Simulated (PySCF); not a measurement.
Compound: 2-methyl-3-butenoic acid, C5H8O2.
Numbering: `[CH2:1]=[CH:2][C@H:3]([CH3:4])[C:5](=[O:6])[OH:7]` (hydrogens: H8, H9 on C1; H10 on C2; H11 on C3; H12, H13, H14 on C4; H15 on O7)

The same species was optimised twice, with GFN2-xTB and with PBE0-D3(BJ)/def2-SVP (PySCF), and the same property calculations (PySCF, gas phase) were run on both structures.

```json
{"coordinate": "C1=C2 (Å)", "GFN2-xTB": "1.319", "PBE0-D3(BJ)/def2-SVP": "1.332", "change": "+0.013"}
{"coordinate": "C5=O6 (Å)", "GFN2-xTB": "1.200", "PBE0-D3(BJ)/def2-SVP": "1.203", "change": "+0.003"}
{"coordinate": "C3–C4 (Å)", "GFN2-xTB": "1.528", "PBE0-D3(BJ)/def2-SVP": "1.526", "change": "-0.002"}
{"coordinate": "C2–C3 (Å)", "GFN2-xTB": "1.505", "PBE0-D3(BJ)/def2-SVP": "1.506", "change": "+0.001"}
{"coordinate": "C5–O7 (Å)", "GFN2-xTB": "1.339", "PBE0-D3(BJ)/def2-SVP": "1.338", "change": "-0.001"}
{"coordinate": "C3–C5 (Å)", "GFN2-xTB": "1.517", "PBE0-D3(BJ)/def2-SVP": "1.517", "change": "0.000"}
{"coordinate": "C2–C3–C5 (°)", "GFN2-xTB": "106.0", "PBE0-D3(BJ)/def2-SVP": "107.6", "change": "+1.6"}
{"coordinate": "C3–C5–O6 (°)", "GFN2-xTB": "125.8", "PBE0-D3(BJ)/def2-SVP": "124.8", "change": "-1.0"}
{"coordinate": "C3–C5–O7 (°)", "GFN2-xTB": "111.6", "PBE0-D3(BJ)/def2-SVP": "112.5", "change": "+0.9"}
{"coordinate": "C1–C2–C3 (°)", "GFN2-xTB": "124.1", "PBE0-D3(BJ)/def2-SVP": "124.9", "change": "+0.8"}
{"coordinate": "C2–C3–C4 (°)", "GFN2-xTB": "111.0", "PBE0-D3(BJ)/def2-SVP": "111.4", "change": "+0.4"}
{"coordinate": "C4–C3–C5 (°)", "GFN2-xTB": "110.3", "PBE0-D3(BJ)/def2-SVP": "110.1", "change": "-0.2"}
{"coordinate": "O6–C5–O7 (°)", "GFN2-xTB": "122.6", "PBE0-D3(BJ)/def2-SVP": "122.8", "change": "+0.2"}
{"coordinate": "C1–C2–C3–C4 (°)", "GFN2-xTB": "-129", "PBE0-D3(BJ)/def2-SVP": "-122", "change": "+7"}
{"coordinate": "C2–C3–C5–O6 (°)", "GFN2-xTB": "80", "PBE0-D3(BJ)/def2-SVP": "81", "change": "+1"}
```

Rotational constants: A = 3475, B = 2169, C = 1661 MHz (GFN2-xTB) against A = 3569, B = 2080, C = 1628 MHz (PBE0-D3(BJ)/def2-SVP). Point groups within 0.08 Å: C1 and C1.

On the GFN2-xTB structure: lowest triplet, Tamm–Dancoff (eV) 4.42 [CAM-B3LYP/def2-SVPD]; isotropic polarisability (au) 67.8 [CAM-B3LYP/def2-SVPD]; HOMO (eV) -9.07 [CAM-B3LYP/def2-SVPD]; LUMO (eV) 0.66 [CAM-B3LYP/def2-SVPD]; dipole (D) 1.67 [CAM-B3LYP/def2-SVPD]; HOMO (eV) -7.63 [PBE0/pcSseg-1]; LUMO (eV) -0.32 [PBE0/pcSseg-1]; dipole (D) 1.57 [PBE0/pcSseg-1]; GIAO shielding of C1 (ppm) 62.8 [PBE0/pcSseg-1]; GIAO shielding of C2 (ppm) 38.6 [PBE0/pcSseg-1]; GIAO shielding of C3 (ppm) 137.7 [PBE0/pcSseg-1]; GIAO shielding of C4 (ppm) 167.5 [PBE0/pcSseg-1]; GIAO shielding of C5 (ppm) 8.0 [PBE0/pcSseg-1]; GIAO shielding of O6 (ppm) -84.5 [PBE0/pcSseg-1]; GIAO shielding of O7 (ppm) 123.6 [PBE0/pcSseg-1].

Task: What do these properties become on the PBE0-D3(BJ)/def2-SVP structure?

Result: 
| property | level | on GFN2-xTB | on PBE0-D3(BJ)/def2-SVP | change |
| --- | --- | --- | --- | --- |
| lowest triplet, Tamm–Dancoff (eV) | CAM-B3LYP/def2-SVPD | 4.42 | 4.32 | -0.10 |
| isotropic polarisability (au) | CAM-B3LYP/def2-SVPD | 67.8 | 68.7 | +0.9 |
| HOMO (eV) | CAM-B3LYP/def2-SVPD | -9.07 | -9.07 | 0.00 |
| LUMO (eV) | CAM-B3LYP/def2-SVPD | 0.66 | 0.62 | -0.04 |
| dipole (D) | CAM-B3LYP/def2-SVPD | 1.67 | 1.60 | -0.07 |
| energy, GFN2-xTB geometry as zero (kcal/mol) | CAM-B3LYP/def2-SVPD | 0.0 | -0.7 | -0.7 |
| HOMO (eV) | PBE0/pcSseg-1 | -7.63 | -7.64 | -0.01 |
| LUMO (eV) | PBE0/pcSseg-1 | -0.32 | -0.37 | -0.05 |
| dipole (D) | PBE0/pcSseg-1 | 1.57 | 1.50 | -0.07 |
| energy, GFN2-xTB geometry as zero (kcal/mol) | PBE0/pcSseg-1 | 0.0 | -0.7 | -0.7 |
| GIAO shielding of C1 (ppm) | PBE0/pcSseg-1 | 62.8 | 59.2 | -3.6 |
| GIAO shielding of C2 (ppm) | PBE0/pcSseg-1 | 38.6 | 35.8 | -2.8 |
| GIAO shielding of C3 (ppm) | PBE0/pcSseg-1 | 137.7 | 137.3 | -0.4 |
| GIAO shielding of C4 (ppm) | PBE0/pcSseg-1 | 167.5 | 164.7 | -2.8 |
| GIAO shielding of C5 (ppm) | PBE0/pcSseg-1 | 8.0 | 6.2 | -1.8 |
| GIAO shielding of O6 (ppm) | PBE0/pcSseg-1 | -84.5 | -87.7 | -3.2 |
| GIAO shielding of O7 (ppm) | PBE0/pcSseg-1 | 123.6 | 118.3 | -5.3 |

The heavy atoms differ by 0.050 Å rms after alignment. Among bonds between heavy atoms C1=C2 changes most (+0.013 Å). Changes are differences of the printed values. Neither structure is proved a minimum here.

The values belong to the conformer `[CH2:1]=[CH:2][C@H:3]([CH3:4])[C:5](=[O:6])[OH:7]`: C1–C2–C3–C4 -122°, C2–C3–C5–O6 81°, H–O7–C5–C3 177°.
